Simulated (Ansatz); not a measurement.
Geometry optimisation, Ansatz 0.2.0, RKS PBE/def2-SVPD.

The input (input.yaml):

```yaml
crystal:
  periodic: [false, false, false]
  atoms:
    - { symbol: Ga, position_ang: [-1.0804, 0.2326, 1.2614] }
    - { symbol: H, position_ang: [0.5574, -0.2901, 0.1915] }
    - { symbol: "N", position_ang: [-0.1893, -0.857, -0.2095] }
    - { symbol: H, position_ang: [0.2321, 0.3847, -0.4648] }
    - { symbol: Cl, position_ang: [0.3146, 2.0361, 0.1228] }
    - { symbol: H, position_ang: [0.1655, -1.5063, -0.9014] }
basis:
  gaussian: { orbitals: def2-SVPD }
hamiltonian:
  xc: pbe
relax:
  f_tol: 0.15
  max_steps: 25
  restrain:
    - { distance: [3, 1], at: 0.62, k: 30.0 }
    - { distance: [0, 1], at: 2.83, k: 30.0 }
    - { distance: [3, 2], at: 2.32, k: 30.0 }
```

Command:

```bash
$ ansatz run input.yaml --threads 2 --pin off --max-ram 3072MiB --backend cpu --events-out ev --progress --plain --runs-dir out
```

Task: Where does it end, and by what steps?

Result: The forces met the threshold. The restraints hold the end off the free minimum. After 11 steps the energy has risen by 0.707 eV (the restraints' own energy left out); Ga1 moved furthest, 1.42 Å. Parted: Ga1–Cl5, H2–N3. Joined: H4–Cl5.

```csv
step,energy less start (eV),largest force component (eV/Å),accepted
0,0.0000,3.124,yes
1,0.2327,3.513,yes
2,1.1583,4.038,yes
3,1.8458,5.214,yes
4,1.8016,5.981,yes
5,1.5280,6.234,yes
6,1.3112,6.263,yes
7,1.1278,6.441,yes
8,0.8883,6.357,yes
9,0.7900,6.395,yes
10,0.7192,5.982,yes
11,0.7068,6.272,yes
```

```xyz
6
Properties=species:S:1:pos:R:3
Ga -1.732 -1.012 1.471
H 0.236 0.242 -0.133
N -0.390 -0.903 0.122
H 0.652 0.977 -0.318
Cl 1.258 2.218 -0.526
H -0.025 -1.523 -0.616
```

The run took 15 s on 2 threads of Intel(R) Xeon(R) Platinum 8488C (Sapphire Rapids), on a shared host, peak memory 0.16 GiB.
